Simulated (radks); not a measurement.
Q: Species: Bi36+. Configuration: [Kr] 4d10 4f1. All-electron calculation, scalar-relativistic Kohn-Sham, PBEsol, spin-polarised, spherical densities, finite nucleus; open shells are filled with parallel spins first (spin-orbit coupling, left out, can overturn this in heavy ions); Fermi nuclear charge, rms radius 5.5211 fm. Program: a radial shooting solver on a logarithmic mesh with Libxc functionals. Some entries of the table are withheld. Estimate them.

orbital,occ.,eigenvalue (hartree),<r> (bohr)
1s down,1,-3381.751,0.01580
1s up,1,-3381.750,0.01580
2s up,1,-651.1767,0.06652
2s down,1,-651.1742,0.06652
2p up,3,-564.9523,0.06057
2p down,3,-564.9503,0.06057
3s up,1,-197.1733,0.1709
3s down,1,-197.1159,0.1709
3p up,3,-172.4711,0.1727
3p down,3,-172.4124,0.1727
3d up,5,-147.8047,0.1564
3d down,5,-147.7596,0.1564
4s up,1,-81.07740,0.3560
4s down,1,-80.99909,0.3561
4p up,3,-72.33712,0.3723
4p down,3,-72.26352,0.3725
4d up,5,-62.75603,0.3753
4d down,5,-62.68226,0.3755
4f up,1,-53.08397,0.3530
4f down,0,-52.99685,0.3532
5s up,0,-43.31925,0.6392
5s down,0,-43.28323,0.6395
5p up,0,-39.63595,(1)
5p down,0,-39.60333,(2)
5d up,0,-35.42393,0.6989
5d down,0,-35.39279,0.6993
5f up,0,-31.25870,0.7069
5f down,0,-31.22642,0.7074

A: 
(1) 5p up <r> (bohr): 0.6724
(2) 5p down <r> (bohr): 0.6727
